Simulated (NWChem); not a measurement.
A series in which one site is exchanged, each optimised at PBE0/def2-SVP with NWChem, gas phase unless a solvent is named. All stand in one matching conformer (torsions within 35°), which need not be the lowest. This build's default masses of Se (78.918 u) and Br (79.917 u) are each other's, which moves their modes by up to 0.6 %. Some are not confirmed as minima by frequencies. def2 effective core potentials on Sr, Cd, Ba; no spin-orbit coupling.

A: [SH][Ba][Br] (BaHSBr; site = Ba)
B: [Cd]([Br])[SH] (CdHSBr; site = Cd)
C: [Be]([Br])[SH] (BeHSBr; site = Be)
D: [SH][Sr][Br] (SrHSBr; site = Sr)

Q: Rank them by vertical ionisation energy, ΔSCF, PBE0/def2-SVP (eV), lowest first.

A: A (8.29), D (8.59), B (9.56), C (10.13)
